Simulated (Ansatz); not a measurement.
Gas-phase electronic energies from Ansatz, PBE0-D4/def2-TZVP geometries. CBS: MP2 limit from def2 TZ/QZ plus the TZ coupled-cluster correction, frozen cores. Double bonds are as drawn, so ΔE can hold a change between cis and trans. Functionals use def2-TZVPP. Elements past krypton have def2 core potentials. For Sn outer-core shells are correlated without core-valence functions, which leaves a few kJ/mol of doubt a bond. Each species was taken in one conformer, which may not be the lowest.

`C[SiH2]/C(F)=C\F` + `[NH2][SnH3]` → `C[SiH2][NH][SnH3]` + `F/C=C/F`  (ligand exchange at the Si–C bond)

(1) Is it downhill or uphill in electronic energy at CCSD(T)/CBS, and by how much? (Best estimate.)

(2) What do these levels give: PBE0-D4, ωB97M-V, r2SCAN, HF/def2-TZVPP, SCS-MP2/def2-TZVPP, CCSD/def2-TZVPP, CCSD(T)/def2-TZVPP, HF/def2-QZVPP, SCS-MP2/def2-QZVPP, HF/CBS(def2), MP2/CBS(def2), CCSD/CBS(def2)? (Best estimate.)

Largest T1 diagnostic among the species: 0.013.

## Answers

(1) Ansatz gave: Downhill: ΔE = -14.8 kcal/mol.

(2) Computed: PBE0-D4 -13.0, ωB97M-V -13.6, r2SCAN -12.6, HF/def2-TZVPP -16.2, SCS-MP2/def2-TZVPP -15.1, CCSD/def2-TZVPP -14.9, CCSD(T)/def2-TZVPP -14.4, HF/def2-QZVPP -16.6, SCS-MP2/def2-QZVPP -15.4, HF/CBS(def2) -16.6, MP2/CBS(def2) -15.4, CCSD/CBS(def2) -15.2 kcal/mol.

In def2-TZVPP, CCSD(T) changes the Hartree–Fock value by +1.8 kcal/mol (the triples alone add +0.4 kcal/mol) and MP2 by +1.1 kcal/mol. From PBE to PBE0 (25 % exact exchange), in def2-TZVPP and without D4, ΔE moves by −1.8 kcal/mol.
